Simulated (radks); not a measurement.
Isoelectronic series with 1 electrons, all held in the configuration 1s1, which need not be the ground one along the series. Method: scalar-relativistic Kohn-Sham, BLYP, spin-polarised, spherical densities, point nucleus; open shells are filled with parallel spins first (spin-orbit coupling, left out, can overturn this in heavy ions); computed with a radial shooting solver on a logarithmic mesh with Libxc functionals. Total energies (hartree) and orbital eigenvalues (hartree):

[
 {"ion": "Cr23+", "E (hartree)": "-290.18463", "1s up": "-284.6137"},
 {"ion": "Fe25+", "E (hartree)": "-341.03596", "1s up": "-334.9883"},
 {"ion": "Ni27+", "E (hartree)": "-396.11406", "1s up": "-389.5866"},
 {"ion": "Zn29+", "E (hartree)": "-455.45708", "1s up": "-448.4465"},
 {"ion": "Ge31+", "E (hartree)": "-519.10664", "1s up": "-511.6094"},
 {"ion": "Se33+", "E (hartree)": "-587.10800", "1s up": "-579.1202"},
 {"ion": "Kr35+", "E (hartree)": "-659.51019", "1s up": "-651.0276"},
 {"ion": "Sr37+", "E (hartree)": "-736.36624", "1s up": "-727.3844"},
 {"ion": "Zr39+", "E (hartree)": "-817.73338", "1s up": "-808.2474"},
 {"ion": "Mo41+", "E (hartree)": "-903.67326", "1s up": "-893.6779"},
 {"ion": "Ru43+", "E (hartree)": "-994.25223", "1s up": "-983.7420"},
 {"ion": "Pd45+", "E (hartree)": "-1089.54163", "1s up": "-1078.511"},
 {"ion": "Cd47+", "E (hartree)": "-1189.61806", "1s up": "-1178.060"},
 {"ion": "Sn49+", "E (hartree)": "-1294.56381", "1s up": "-1282.471"},
 {"ion": "Te51+", "E (hartree)": "-1404.46719", "1s up": "-1391.834"},
 {"ion": "Xe53+", "E (hartree)": "-1519.42300", "1s up": "-1506.240"},
 {"ion": "Ba55+", "E (hartree)": "-1639.5330", "1s up": "-1625.793"},
 {"ion": "Ce57+", "E (hartree)": "-1764.9064", "1s up": "-1750.600"},
 {"ion": "Nd59+", "E (hartree)": "-1895.6606", "1s up": "-1880.779"},
 {"ion": "Sm61+", "E (hartree)": "-2031.9217", "1s up": "-2016.454"},
 {"ion": "Gd63+", "E (hartree)": "-2173.8255", "1s up": "-2157.761"},
 {"ion": "Dy65+", "E (hartree)": "-2321.5181", "1s up": "-2304.846"},
 {"ion": "Er67+", "E (hartree)": "-2475.1569", "1s up": "-2457.865"},
 {"ion": "Yb69+", "E (hartree)": "-2634.9118", "1s up": "-2616.986"}
]
